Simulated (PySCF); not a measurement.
Species: CH7NOSi.
SMILES with atom numbers: `[CH3:1][O:2][SiH2:3][NH2:4]` (hydrogens: H5, H6, H7 on C1; H8, H9 on Si3; H10, H11 on N4)

Torsions of this conformer, `[CH3:1][O:2][SiH2:3][NH2:4]`: C1–O2–Si3–N4 175°, H–N4–Si3–O2 75°, H–N4–Si3–O2 -68°.

The closed-shell ground state was solved at several levels (PySCF, density fitting, gas phase, non-relativistic). The structure is a single PBE0-D3(BJ)/def2-SVP conformer in the gas phase; no vibrational or solvent corrections.

| level | basis functions | HOMO (eV) | LUMO (eV) | gap (eV) | dipole (D) |
| --- | --- | --- | --- | --- | --- |
| PBE0/def2-SVPD | 143 | -7.85 | 0.50 | 8.35 | 0.43 |
| wB97X-D/pcSseg-2 | 249 | -9.77 | 2.14 | 11.91 | 0.48 |

(1) What might PBE0/pcSseg-1 (110 basis functions) give for the same quantities?

(2) Over all these levels, which gives the widest orbital gap and which the narrowest?

(3) How far do the dipole and the HOMO energy spread over the levels?

Results:

(1) HOMO -7.74 eV, LUMO 1.14 eV, gap 8.88 eV, dipole 0.49 D.

(2) wB97X-D/pcSseg-2 (range-separated hybrid) has the widest, 11.91 eV, and PBE0/def2-SVPD (global hybrid, 25 % exact exchange) the narrowest, 8.35 eV. Functional and basis both differ between the two, so the spread mixes both effects.

(3) The dipole runs from 0.43 to 0.49 D (mean 0.47 D) and the HOMO from -9.77 to -7.74 eV.
